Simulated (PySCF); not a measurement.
C4H10NSi2 (doublet state).
Atom-mapped SMILES: `[CH3:1][CH2:2][Si@@:3]([CH3:4])([SiH2:5])[C:6]#[N:7]` (hydrogens: H8, H9, H10 on C1; H11, H12 on C2; H13, H14, H15 on C4; H16, H17 on Si5)

Geometry (GFN2-xTB, Å), atoms numbered from 1 in this order:
```
atom  x, y, z in Å
C1    -1.6937   -0.5731    1.2396
C2    -0.8341   -1.1716    0.1344
Si3    0.5576    0.0144   -0.4368
C4    -0.1843    1.5694   -1.2586
Si5    1.9110    0.5754    1.3200
C6     1.3953   -0.9086   -1.8401
N7     2.0436   -1.4640   -2.6093
H8    -1.0879   -0.3239    2.1104
H9    -2.4661   -1.2732    1.5543
H10   -2.1841    0.3358    0.8964
H11   -1.4719   -1.4330   -0.7121
H12   -0.3956   -2.1067    0.4876
H13   -0.7527    2.1563   -0.5425
H14    0.5963    2.2090   -1.6603
H15   -0.8495    1.3114   -2.0785
H16    2.4168   -0.4550    2.2313
H17    2.9923    1.5494    1.1543
```

The hyperfine couplings belong to this conformer and change with its torsions.

The calculation used PySCF, UKS B3LYP, pcH-1 on C H N Si, non-relativistic, mean-field spin-orbit, GIAO. Isolated species at its GFN2-xTB geometry (one conformer only). Couplings are sensitive to structure, and on GFN2-xTB geometries they can be far from those on DFT ones, by a factor of two or more for some ions and for spin on atoms past the first row. No stability test was run, so a lower SCF solution isn't excluded.

Task: Break the g tensor into its mass correction, gauge correction and orbital-Zeeman/spin–orbit terms.

Result: 
```
                    Δg (ppm)     1     2     3
relativistic mass correction  -125  -125  -125
            gauge correction     5    31    32
   orbital Zeeman/spin–orbit   -53  2411  3609
                       total  -172  2317  3516
```

So g = 2.00215, 2.00464, 2.00584 and g_iso = 2.00421; the tensor is rhombic: the two nearest values differ by 33 % of g3 − g1. Axes: g2 points within 9° of the Si3–Si5 bond.

Task: What effective moment and Curie constant follow for a powder?

Result: With the mean of g² = 4.0168 and S(S+1) = 0.75: μ_eff = √(⟨g²⟩S(S+1)) = 1.736 μB and χT = 0.12505·⟨g²⟩·S(S+1) = 0.377 cm³ K/mol (cgs; spin-Hamiltonian part alone).

Task: What are the electron Larmor frequencies g μB B/h along the three axes at 330 mT?

Result: 9.2474, 9.2589, 9.2645 GHz for g1, g2 and g3, a range of 17.0 MHz.

Task: At 9.774 GHz, how far is the centre of the isotropic spectrum from where a free electron (g = 2.002319) resonates?

Result: B = hν/(g μB) with μB/h = 13.99624 MHz/mT gives 348.76 mT for the free electron and 348.43 mT at g_iso, 0.33 mT lower.

Task: In a frozen sample, at which fields do the three g values resonate at 9.5, 34, 94 and 263 GHz (hyperfine left aside), and which band first spreads them over more than twice a line width of 0.3 mT?

Result: 
```
band    GHz  B(g3) mT  B(g2) mT  B(g1) mT  spread mT
   X    9.5    338.39    338.59    339.01       0.62
   Q   34.0   1211.08   1211.80   1213.31       2.23
   W   94.0   3348.27   3350.28   3354.44       6.17
   J  263.0   9368.04   9373.65   9385.30      17.26
```

The spread grows in proportion to the frequency. X band is the first where it exceeds 0.6 mT.

The largest Mulliken spin population is on Si5 (+0.98). The angles at Si5 add up to 347.9°, so it is slightly pyramidal.

The HOMO–LUMO gaps are 5.48 eV among the α and 5.02 eV among the β orbitals.
